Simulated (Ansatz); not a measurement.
A nudged elastic band was laid between two geometries of Cl3F2HOW + FH (10 atoms, charge 0, multiplicity 1).

All numbers below come from RHF/def2-SVP in Ansatz.

```
movable images  : 9
climbing image  : yes
spring          : 0.5 eV/Å²
optimiser       : quadratic models (default)
start path      : through a guess of the saddle point
force threshold : 0.05 eV/Å
iteration limit : 60
end points      : relaxed
```

First end point:

```xyz
10
Properties=species:S:1:pos:R:3
W -0.265 -0.181 -0.210
Cl 0.127 0.068 2.088
Cl 2.012 -0.208 -0.528
Cl -0.312 2.077 -0.595
O -2.024 -0.226 0.166
H -2.860 -0.257 0.613
F -0.168 -2.016 -0.026
F -0.532 -0.484 -2.002
F 2.572 2.473 2.380
H 2.077 1.726 2.482
```

Last end point:

```xyz
10
Properties=species:S:1:pos:R:3
W 0.228 0.049 -0.532
Cl -0.619 0.974 3.707
Cl 2.217 -0.005 -1.703
Cl -0.146 2.195 -1.268
O -1.192 0.097 0.581
H -1.486 0.265 1.475
F 0.591 -1.693 -0.044
F -0.732 -0.614 -1.937
F 1.230 0.650 0.920
H 0.537 1.053 3.170
```

Question: Which bonds break or form, and what moves?

Answer: Bonds broken: W1–Cl2, F9–H10. Bonds formed: W1–F9, Cl2–H10. Cl3F2HOW + FH becomes Cl2F3HOW + ClH.

Question: Give the energies along the band, and the barrier.

Answer: It converged. The highest image is number 4 of 0 to 10, 112.6 kJ/mol above the first end and 182.9 kJ/mol above the last; the last end lies 70.3 kJ/mol below the first. Another band between the same ends (9 images) ends at a top of the same energy, where a vibrational analysis finds 1 clearly imaginary mode. The orbitals stay closed-shell, which can raise the energy where a bond breaks towards radicals; this wasn't checked here.

```csv
image,path coordinate (Å),energy (kJ/mol),W1–Cl2 (Å),F9–H10 (Å),W1–F9 (Å)
0,0.00,0.0,2.34,0.90,4.67
1,1.38,0.3,2.34,0.90,4.79
2,2.75,3.9,2.37,0.90,4.20
3,4.12,46.4,2.46,0.91,3.22
4,5.48,112.6,2.93,1.09,2.13
5,6.21,7.0,3.39,1.73,1.91
6,6.94,-36.7,3.87,2.01,1.87
7,7.67,-57.5,4.18,2.19,1.86
8,8.40,-65.6,4.27,2.33,1.86
9,9.14,-69.2,4.36,2.38,1.86
10,9.87,-70.3,4.42,2.39,1.86
```

Question: What is the geometry of the highest image?

Answer: 
```xyz
10
Properties=species:S:1:pos:R:3
W 0.098 0.191 -0.200
Cl 0.466 -0.613 2.597
Cl 2.357 -0.085 -0.242
Cl 0.216 2.225 -1.291
O -1.497 0.382 0.605
H -1.857 0.281 1.483
F 0.012 -1.648 -0.168
F -0.508 -0.226 -1.878
F 0.645 1.587 1.316
H 0.693 0.875 2.144
```

The run took 13 min on 4 threads of Arm Neoverse V1, on a shared host, peak memory 0.57 GiB.
